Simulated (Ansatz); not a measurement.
yttrium atom (Y), doublet (core potentials on Y); Ansatz (a quantum-chemistry and plane-wave program) with B3LYP5/def2-SVPD.

Input for Ansatz:
Ansatz 0.2 input:
```yaml
crystal:
  periodic: [false, false, false]
  atoms:
    - {symbol: Y, position_ang: [0.00000000, 0.00000000, 0.00000000]}
basis:
  gaussian:
    orbitals: def2-SVPD
hamiltonian:
  xc: b3lyp5
magnetization: {spin_polarized: true, initial_magnetization: 1}
accuracy: high
```

It wrote (shortened):

```
Functional definition: B3LYP5
335 factors; integrals over basis functions are off by at most 2.9e-9 eV
mean field evaluation 1: about -1039.0695 eV, gradient 3.4e0 eV
mean field evaluation 2: about -1039.1579 eV, gradient 1.3e0 eV
mean field evaluation 4: about -1039.1660 eV, gradient 2.8e-1 eV
mean field evaluation 8: about -1039.1727 eV, gradient 8.8e-2 eV
mean field evaluation 16: about -1039.1891 eV, gradient 4.5e-2 eV
mean field evaluation 32: about -1039.1883 eV, gradient 1.5e-1 eV
mean field -1039.18920795 eV, -38.1894990046 hartree, gradient 6.1e-8 eV, S^2 0.808228; 6 other end points of the search recorded, 0 dependent functions left out
reference -1039.18922812 eV, -38.1894997458 hartree; 6, 5 occupied and 28, 29 virtual orbitals, 335 factors
Total energy: -1039.18922812 eV, -38.1894997458 hartree
```
